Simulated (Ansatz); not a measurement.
Computed with Ansatz on PBE0-D4/def2-TZVP structures; ΔE is electronic, products minus reactants. CCSD(T)/CBS is the MP2 limit (def2-TZVPP, def2-QZVPP) plus CCSD(T) − MP2 in def2-TZVPP, frozen cores. Functionals use def2-TZVPP. B3LYP here is the variant with VWN-RPA as its local correlation; programs differ in this. For Ge outer-core shells are correlated without core-valence functions, which leaves a few kJ/mol of doubt a bond. Scalar relativity is left out up to krypton. One conformer a species, not always the lowest.

Reaction (redistribution): `C#C[SiH](O)F` + `Cl[SiH](Cl)C[CH2][GeH3]` → `O[SiH](F)[SiH](Cl)Cl` + `C#CC[CH2][GeH3]`

`C#C[SiH](O)F`:

Cartesian coordinates in Å:
```
C -1.314 -0.852 -1.469
C -0.473 -0.343 -0.771
Si 0.810 0.382 0.296
O 0.472 0.130 1.865
F 0.852 1.938 -0.033
H -2.057 -1.299 -2.090
H 2.144 -0.178 0.040
H -0.434 0.223 2.163
```

`Cl[SiH](Cl)C[CH2][GeH3]`:

Z-matrix (Å, degrees):
```
Si
Cl 1 2.050
C 1 1.860 2 109.7
Cl 1 2.048 2 109.2 3 119.1
H 1 1.477 2 107.3 3 -124.9
C 3 1.529 1 116.0 2 -50.6
H 3 1.097 1 106.2 2 72.7
H 3 1.097 1 106.4 2 -174.8
Ge 6 1.966 3 115.4 1 -63.9
H 6 1.093 3 110.5 1 58.3
H 6 1.093 3 109.8 1 175.5
H 9 1.537 6 109.7 3 -171.0
H 9 1.539 6 110.8 3 68.6
H 9 1.540 6 109.5 3 -51.1
```

`O[SiH](F)[SiH](Cl)Cl`:

Z-matrix (Å, degrees):
```
Si
F 1 1.599
Si 1 2.350 2 106.5
O 1 1.629 2 111.5 3 118.2
H 1 1.476 2 107.9 3 -124.6
Cl 3 2.050 1 109.2 2 -158.2
Cl 3 2.062 1 105.1 2 84.6
H 3 1.479 1 118.1 2 -34.8
H 4 0.960 1 118.2 2 -78.0
```

`C#CC[CH2][GeH3]`:

```xyz
13

C    -2.750   -1.295    0.940
C    -1.893   -0.562    0.528
C    -0.831    0.300    0.035
C     0.536   -0.387    0.044
Ge    1.974    0.772   -0.616
H    -3.514   -1.940    1.304
H    -1.083    0.627   -0.980
H    -0.802    1.209    0.646
H     0.506   -1.288   -0.573
H     0.787   -0.707    1.058
H     3.320    0.029   -0.580
H     2.074    2.035    0.260
H     1.677    1.205   -2.064
```

CCSD(T)/CBS gives +0.86 eV.

Problem. Another level gave +0.92 eV. Which?
A. SCS-MP2/def2-TZVPP
B. B3LYP/def2-TZVPP
C. HF/def2-TZVPP
D. ωB97M-V/def2-TZVPP

Solution. A. SCS-MP2/def2-TZVPP 0.92, B3LYP 0.70, ωB97M-V 0.87, HF/def2-TZVPP 0.82 eV.

Largest T1 diagnostic among the species: 0.013.

The D4 term adds +0.06 eV with B3LYP and +0.03 eV with PBE0; it sums over pairs of atoms, weighted by their polarisabilities, and B3LYP, whose exchange is more repulsive, gets the larger term. In def2-TZVPP, CCSD(T) changes the Hartree–Fock value by +0.06 eV (the triples alone add +0.01 eV) and MP2 by +0.13 eV. From PBE to PBE0 (25 % exact exchange), in def2-TZVPP and without D4, ΔE moves by +0.07 eV.
